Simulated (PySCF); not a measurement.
Ge(H)(NH2) (GeH3N), SMILES [NH2][GeH] (connectivity only; charge and spin as stated), neutral, multiplicity 1. Atoms are numbered in the order given.

```xyz
5

Ge     0.0516    -0.4154     0.0000
H     -1.5501    -0.5430     0.0000
N     -0.0112     1.4127     0.0000
H     -0.8497     1.9727     0.0000
H      0.8260     1.9751     0.0000
```
Charge 0, spin multiplicity 1.

The structure is a stationary point at B3LYP-D3(BJ)/def2-TZVP.

All values below come from r2SCAN/def2-TZVPD run with PySCF.

Mulliken values depend strongly on the basis, most of all with diffuse functions as here. Atomic charges (e):

```json
[
 {"atom": "Ge1", "IAO": "___", "Mulliken": "0.06"},
 {"atom": "H2", "IAO": "___", "Mulliken": "-0.06"},
 {"atom": "N3", "IAO": "___", "Mulliken": "-0.41"},
 {"atom": "H4", "IAO": "___", "Mulliken": "0.21"},
 {"atom": "H5", "IAO": "___", "Mulliken": "0.20"}
]
```

Fill in the missing entries. (An estimate is asked for; the answer gives what the named calculation found.)


- Ge1, IAO: 0.29
- H2, IAO: -0.13
- N3, IAO: -0.71
- H4, IAO: 0.27
- H5, IAO: 0.27
